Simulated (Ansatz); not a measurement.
The standard entropy of GaF (SMILES [F][Ga]) from a frequency calculation

A linear singlet with charge 0, relaxed at PBE0-D4/def2-TZVP (Ansatz 0.2.0):

```xyz
2

F     0.0000    0.0000    0.0063
Ga    0.0000    0.0000    1.7928
```

Harmonic wavenumbers in cm⁻¹: 618.

Masses in u: F 18.998, Ga 69.723. Take T = 298.15 K, p = 1 bar, R = 8.3145 J/(mol K), kT/hc = 207.22 cm⁻¹, rigid rotor and harmonic oscillator.

Question: Work out S° at 298 K.

Answer: 
1. Translation (Sackur–Tetrode): S = R[3/2 ln M + 5/2 ln T − 1.1517] with M = 88.721 gives 164.8 J/(mol K).
2. Rotation: the moment of inertia is 47.650 u Å², so B = 16.8576/I = 0.3538 cm⁻¹; σ = 1; q = kT/(σhcB) = 585.7; S = R(ln q + 1) = 61.3.
3. Vibration: with u = ν̃/207.22, each mode gives R[u/(eᵘ − 1) − ln(1 − e⁻ᵘ)]; the sum is 1.8, most from 618 cm⁻¹ (1.8).
4. Electronic: R ln 1 = 0.0, from the spin multiplicity alone.
5. Sum: 164.8 + 61.3 + 1.8 + 0.0 = 227.9 J/(mol K).

No measured value is set beside it here.
